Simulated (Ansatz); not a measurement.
Molecule: C$_{2}$H$_{10}$NSi$_{2}$ (charge -1, singlet). It need not be the lowest isomer of its formula. Whether it binds its extra electron was not tested at this geometry. 
Geometry from a B3LYP-D3(BJ)/def2-TZVP (Ansatz, a quantum-chemistry and plane-wave program) optimisation:
```xyz
15

Si    -0.8098    -0.0849    -0.3893
C     -1.8051     1.4857    -0.8019
C     -1.8153    -0.9453     0.9864
N      0.7555     0.2327    -0.0245
Si     2.2923    -0.2498     0.2691
H     -1.0508    -0.9769    -1.5949
H     -2.8445     1.2561    -1.0614
H     -1.3501     2.0129    -1.6448
H     -1.8073     2.1693     0.0530
H     -2.8551    -1.1203     0.6874
H     -1.3670    -1.9102     1.2395
H     -1.8178    -0.3348     1.8949
H      2.9427    -1.1568    -0.7572
H      3.2862     0.8835     0.3722
H      2.5421    -1.0089     1.5579
```
Charge -1, spin multiplicity 1.

Basis-set convergence of Hartree-Fock and MP2 correlation energies (hartree) with Ansatz. Valence correlation only, unless marked. No spin-orbit coupling. Non-relativistic. This anion needs diffuse functions, which these sets lack.

```csv
basis,functions,E(HF),"E(corr, MP2)"
cc-pV(D+d)Z,138,-713.94627,-0.67616
cc-pV(T+d)Z,308,-714.02625,-0.83732
cc-pV(Q+d)Z,593,…,…
```

### Question
What belongs in the gaps?

### Answer

- cc-pV(Q+d)Z, E(HF): -714.04388
- cc-pV(Q+d)Z, E(corr, MP2): -0.89482
